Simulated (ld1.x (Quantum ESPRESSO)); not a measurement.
**Before and after: ultrasoft potential for F**

F (Z = 9), ultrasoft, made with ld1.x (Quantum ESPRESSO) 7.5 (PBE, scalar-relativistic). Core [He], reference 2s2 2p5. Waves: 2s (bound): rcut 0.65, rcutus 0.80 bohr; 2s channel at -0.6 Ry: rcut 0.65, rcutus 0.80 bohr; 2p (bound): rcut 0.75, rcutus 1.00 bohr; 2p channel at 0.4 Ry: rcut 0.75, rcutus 1.00 bohr; 3d channel at 0.4 Ry: rcut 0.75, rcutus 0.85 bohr. Local part: all-electron potential smoothed inside 0.95 bohr (lloc = -2). Core correction: a·sin(br)/r model core, default radius (core density twice the valence density). Augmentation charge: PSQ, inside the norm-conserving radii.

Change: wave 2p channel at 0.4 Ry: rcut 0.75, rcutus 1.00 bohr becomes 2p channel at -0.54 Ry: rcut 0.75, rcutus 1.00 bohr.

Cutoffs: the cutoffs (Ry, on a coarse ladder) from which the occupation-weighted sum of valence levels, in a spherical-Bessel basis at the reference potential, stays within 10 and 1 mRy of its value at 400 Ry; they do not see the model core or the augmentation charge, which bear on the density cutoff. Errors are all-electron minus pseudo energies relative to the spin-unpolarised reference configuration.

Question: Predict the effect on cutoff, ghosts and configuration errors.

Answer: The potential gets neither clearly harder nor softer (70 Ry and 140 Ry → 70 Ry and 140 Ry); of the 7 tests that both files solve, the error grows in 3 and shrinks in 0 by more than 15 % and 0.3 meV (median size 7.8 → 7.9 meV); neither file shows a bound ghost.

| quantity | base | changed |
| --- | --- | --- |
| cutoff, loose | 70 Ry | 70 Ry |
| cutoff, tight | 140 Ry | 140 Ry |
| bound ghosts | none | none |
| error for 2s2 2p4, meV [ΔE 19.39 eV] | +2.7 | +3.8 |
| error for 2s2 2p3, meV [ΔE 57.78 eV] | +23 | +28 |
| error for 2s2 2p2, meV [ΔE 118.41 eV] | +78 | +89 |
| error for 2s1 2p6, meV [ΔE 18.81 eV] | +7.8 | +7.9 |
| error for 2s2 2p1, meV [ΔE 204.21 eV] | +187 | +199 |
| error for 2s2 2p5.3, meV [ΔE -2.67 eV] | +0.4 | +0.5 |
| error for 2s1 2p5, meV [ΔE 38.49 eV] | +2.5 | +3.0 |
| s: phases at 1.10 bohr within 0.05 rad from the reference energy up to (Ry; the scan ends near 5) | to the end of the scan | to the end of the scan |
| p: phases at 1.10 bohr within 0.05 rad from the reference energy up to (Ry; the scan ends near 5) | to the end of the scan | to the end of the scan |
| d: phases at 1.10 bohr within 0.05 rad from the reference energy up to (Ry; the scan ends near 5) | to the end of the scan | to the end of the scan |
| lowest overlap eigenvalue by channel | s 0.53, p 0.96, d 0.94 | s 0.53, p 0.97, d 0.94 |
